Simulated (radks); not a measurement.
Spherical quantum dot in the effective-mass picture: electrons in a hard-walled sphere of radius 2.16, with a point charge +1 (a donor) at the centre, all in effective atomic units (hartree* = m*/eps^2 hartree, bohr* = eps/m* bohr), one dielectric constant everywhere. Calculated with a radial shooting solver with Libxc functionals: non-relativistic Kohn-Sham, PBEsol, spin-polarised, spherical densities. Levels are named by radial order and angular momentum (1s, 1p, 1d, 2s, ...), and open shells are averaged over m.

N = 37, configuration 1s2 1p6 1d10 2s2 1f14 1g(up 3, down 0). This is the lowest configuration that the search found. Occupied and some empty levels:

level    occupation  eigenvalue (hartree*)  <r> (bohr*)
1s up             1                 22.615        1.404
1s down           1                 22.656        1.399
1p up             3                 23.234        1.494
1p down           3                 23.281        1.491
1d up             5                 24.231        1.550
1d down           5                 24.281        1.549
1f up             7                 25.573        1.595
1f down           7                 25.626        1.594
2s up             1                 25.758       0.9049
2s down           1                 25.773       0.9072
1g up             3                 27.235        1.631
1g down           0                 27.291        1.631
2p up             0                 28.024        1.111
2p down           0                 28.043        1.111
1h up             0                 29.201        1.662
1h down           0                 29.258        1.662
2d up             0                 30.346        1.224
2d down           0                 30.370        1.224
3s up             0                 30.658        1.021
3s down           0                 30.680        1.022

Energy (hartree*): total 518.570, kinetic 166.93, external -26.804, Hartree 410.29, exchange-correlation -31.841.

Electron density:

r (bohr*)  n(r) (e/bohr*^3)
0.0623                2.000
0.170                 1.600
0.277                 1.272
0.385                 1.006
0.492                0.7987
0.600                0.6480
0.707                0.5570
0.815                0.5308
0.922                0.5752
1.03                 0.6934
1.14                 0.8830
1.24                  1.121
1.35                  1.372
1.46                  1.568
1.57                  1.640
1.67                  1.523
1.78                  1.199
1.89                 0.7419
2.00                 0.2966
2.10                0.03574
